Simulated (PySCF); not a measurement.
C7H4N2.
Numbering: `[N:1]#[C:2][C:3]1=[CH:4][CH:5]=[C:6]([C:7]#[N:8])[CH2:9]1`

Cartesian coordinates in Å at the GFN2-xTB level; atoms count from 1:
```xyz
13
C7H4N2 angstrom
N     -3.4601   -1.2424    0.1356
C     -2.4204   -0.7557    0.1537
C     -1.1491   -0.1729    0.1711
C     -0.8353    1.1095    0.4923
C      0.5783    1.2932    0.3804
C      1.1535    0.1264   -0.0120
C      2.5123   -0.1156   -0.2388
N      3.6250   -0.3252   -0.4284
C      0.0982   -0.9225   -0.1831
H     -1.5286    1.8767    0.7855
H      1.0909    2.2169    0.5787
H      0.0677   -1.3078   -1.2058
H      0.2632   -1.7801    0.4745
```

Definitions: NICS(0) = −σiso at the ring centroid; NICS(1) = −σiso and NICS(1)zz = −σzz at ±1 Å along the ring normal z. Level: GIAO PBE0/pcSseg-1 (PySCF, non-relativistic, gas phase) on the GFN2-xTB geometry, one conformer.

Ring bond lengths (Å), with Mayer bond orders in brackets: C3–C4 1.359 (1.64), C4–C5 1.430 (1.16), C5–C6 1.359 (1.64), C6–C9 1.498 (1.03), C9–C3 1.498 (1.03).

**Question.** What do the NICS probes read (ppm)?

**Answer.** 
| ring | type | NICS(0) | NICS(1), two faces | NICS(1)zz, two faces | rms pucker (Å) | centre to ring atoms, mean (Å) |
| --- | --- | --- | --- | --- | --- | --- |
| C3–C4–C5–C6–C9 | 5-membered carbocycle; formal bonds 2 double, 3 single | -4.6 | -6.3 / -6.3 | -11.6 / -11.6 | 0.00 | 1.21 |

**Question.** What do they say, and how far can they be read as aromaticity?

**Answer.** 
- C3–C4–C5–C6–C9: mean NICS(1)zz -11.6 ppm, shielded. C9 has four or more neighbours, so the value isn't read as a sign of a π ring current.

**Question.** What is the mean of the two in-plane components of NICS at the first NICS(1) probe listed for ring C3–C4–C5–C6–C9, 1 Å off the ring?

**Answer.** The isotropic value is a third of the trace: (3 × -6.3 − (-11.6))/2 = -3.6 ppm.
